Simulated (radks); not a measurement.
Values are calculated unless marked as measured or tabulated.
The mean radii <r> (bohr) of the occupied orbitals of an atom or ion are listed with their occupations. Code: a radial shooting solver on a logarithmic mesh with Libxc functionals. Model: Dirac Kohn-Sham, RPBE, spin-unpolarised, spherical densities, point nucleus.

orbital  occ.      <r>
1s1/2       2  0.01743
2s1/2       2  0.07294
2p1/2       2  0.06017
2p3/2       4  0.06848
3s1/2       2   0.1899
3p1/2       2   0.1801
3p3/2       4   0.1954
3d3/2       4   0.1705
3d5/2       6   0.1752
4s1/2       2   0.4231
4p1/2       2   0.4267
4p3/2       4   0.4603
4d3/2       4   0.4719
4d5/2       6   0.4831
5s1/2       2   0.9792
5p1/2       2    1.066
4f5/2       6   0.5315
4f7/2       8   0.5392
5p3/2       4    1.165
5d3/2     2.8    1.632
5d5/2     4.2    1.696
6s1/2       1    2.715

Name the element and its charge. Open shells, if any, are shared by 2j + 1.

Answer. Z = 77, iridium, charge +1: Ir+ in [Xe] 4f14 5d7 6s1. The 1s radius gives Z: for a bare nucleus <r> = (2 gamma + 1)/(2Z) with gamma = sqrt(1 - (Z/c)^2), 0.01724 bohr for Z = 77, and screening makes it slightly larger (0.01743 here). The occupations add up to 76, and the charge is Z minus that.
